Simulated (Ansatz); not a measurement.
The inner images of a band of GeH4 + H (6 atoms, charge 0, multiplicity 2) are given out of order.

The calculation used UHF/def2-SVP in Ansatz.

Image 0:

```xyz
6
Properties=species:S:1:pos:R:3
Ge 0.003 0.000 -0.380
H 0.009 0.000 1.154
H 1.446 0.000 -0.897
H -0.722 1.252 -0.888
H -0.722 -1.252 -0.888
H -0.012 0.000 4.911
```

Image 8:

```xyz
6
Properties=species:S:1:pos:R:3
Ge 0.001 0.000 -0.878
H -0.001 0.000 3.594
H 1.461 0.000 -1.348
H -0.729 1.264 -1.349
H -0.729 -1.264 -1.349
H -0.001 0.000 4.341
```

Problem. Put them in order from the first end to the last, with their energies above the first end.
A.
```xyz
6
Properties=species:S:1:pos:R:3
Ge 0.001 0.000 -0.100
H 0.001 0.000 1.430
H 1.449 0.000 -0.602
H -0.723 1.254 -0.602
H -0.723 -1.254 -0.602
H -0.004 0.000 3.486
```
B.
```xyz
6
Properties=species:S:1:pos:R:3
Ge 0.001 0.000 -0.704
H -0.001 0.000 3.243
H 1.462 0.000 -1.172
H -0.729 1.265 -1.173
H -0.729 -1.265 -1.173
H -0.001 0.000 3.990
```
C.
```xyz
6
Properties=species:S:1:pos:R:3
Ge -0.001 0.000 -0.532
H -0.001 0.000 2.892
H 1.462 0.000 -0.991
H -0.730 1.266 -0.998
H -0.730 -1.266 -0.998
H 0.002 0.000 3.639
```
D.
```xyz
6
Properties=species:S:1:pos:R:3
Ge 0.001 0.000 -0.238
H 0.001 0.000 1.295
H 1.447 0.000 -0.747
H -0.722 1.252 -0.748
H -0.722 -1.252 -0.748
H -0.004 0.000 4.199
```
E.
```xyz
6
Properties=species:S:1:pos:R:3
Ge 0.001 0.000 -0.001
H 0.001 0.000 1.700
H 1.454 0.000 -0.489
H -0.725 1.258 -0.492
H -0.725 -1.258 -0.492
H -0.005 0.000 2.786
```
F.
```xyz
6
Properties=species:S:1:pos:R:3
Ge -0.002 0.000 -0.370
H 0.002 0.000 2.541
H 1.466 0.000 -0.810
H -0.733 1.270 -0.819
H -0.733 -1.270 -0.819
H 0.001 0.000 3.288
```
G.
```xyz
6
Properties=species:S:1:pos:R:3
Ge 0.000 0.000 -0.220
H 0.002 0.000 2.186
H 1.473 0.000 -0.631
H -0.736 1.275 -0.633
H -0.736 -1.275 -0.633
H -0.001 0.000 2.941
```

Solution. D (+0.01 eV), A (+0.08 eV), E (+0.53 eV), G (-0.21 eV), F (-0.44 eV), C (-0.52 eV), B (-0.53 eV).

The run took 52 s on 1 thread of Arm Neoverse V1, on a shared host, peak memory 0.12 GiB.
